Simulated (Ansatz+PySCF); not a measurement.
## quintet RuO: levels of theory in one basis

```xyz
2

Ru    0.0000    0.0000    0.0000
O     0.0000    0.0000    1.7826
```

Basis set: def2-SVP (spherical functions, with the set's core potentials past Kr). Correlated methods keep 1 orbital frozen. Correlation on ROHF uses semicanonical orbitals with singles. Charge 0, multiplicity 5.

Computed with Ansatz (development build ahead of 0.2.0); each method stands on the lowest determinant of its kind that the runs found.

| method | E − E(ROHF) (eV) | <S²> of the determinant |
| --- | --- | --- |
| ROHF | 0.00 | 6.00 |
| UHF | -0.55 | 6.61 |
| ROHF-MP2 | -8.71 | – |

(1) What does UHF-MP2 give on the same scale?

(2) Is a single determinant a sound starting point here?

Results:

(1) -8.52 eV.

(2) It is doubtful. Unrestricted orbitals lower Hartree–Fock by 0.55 eV and <S²> is 6.61 where a pure state has 6.00, a sign of strong static correlation.

Caution: other spin multiplicities were not run. Caution for ROHF: the determinant may break the point group. Caution for UHF, UHF-MP2: the unrestricted determinant is spin contaminated.
